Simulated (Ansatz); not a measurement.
Relaxed structures of CH$_{3}$ClZn, singlet (PBE0-D4/def2-TZVP; forces vanish, vibrations not checked; lower isomers may exist, and structures with a doubtful reference or unclear bonds are left out; Å). Program: Ansatz 0.2.0. Basis: def2-TZVPP. Cores are frozen in the correlated methods. The 3s and 3p shells of Cu and Zn are frozen; filled d shells are correlated.

**Question.** Rank them by CCSD(T) energy, lowest first, and give each one's height above the lowest. Links in brackets join atoms within 1.22 times the sum of their covalent radii (1.1 for two metals). (An estimate is asked for; the value comes from the calculation.)
A.
CH₃ClZn ([Cl][CH2][ZnH])
```
6
angstrom
Cl 0.9524 -1.6779 -0.3777
C -0.2306 -0.3277 -0.5647
Zn 0.1195 0.8830 0.9301
H -0.0568 0.1045 -1.5496
H -1.2220 -0.7794 -0.5608
H 0.4375 1.7975 2.1227
```
B.
CH₃ClZn ([ClH][CH][ZnH])
```
6
angstrom
Cl 1.1061 -1.5004 -0.8319
C -0.1409 -0.5005 -0.2841
Zn 0.1593 0.8091 1.0441
H 1.4033 -2.6065 -0.0687
H -1.0860 -0.9317 -0.5966
H 0.4072 1.9285 2.0675
```
C.
a complex of CH₃Cl ([CH3][Cl]) + Zn
```
6
angstrom
Cl 1.0408 -1.3400 -0.1606
C -0.4452 -0.6357 -0.8236
Zn 0.9210 1.5116 2.1995
H -0.2735 -0.3824 -1.8670
H -1.2446 -1.3676 -0.7371
H -0.6880 0.2588 -0.2524
```

**Answer.** Computed: C (0.0 kJ/mol), A (59.2 kJ/mol), B (436.0 kJ/mol). Heights count from the lowest.

No T1 diagnostic of these runs exceeds 0.018.

For scale, one of the runs: CCSD(T)/def2-TZVPP, 179 basis functions, launched by `ansatz run in.yaml --threads 2 --pin off --events-out ev --progress --plain --max-ram 4352MiB`. Hardware: 2 CPU threads of an Arm Neoverse V2, shared host. Wall time 58 s; peak host memory 1.6 GiB.
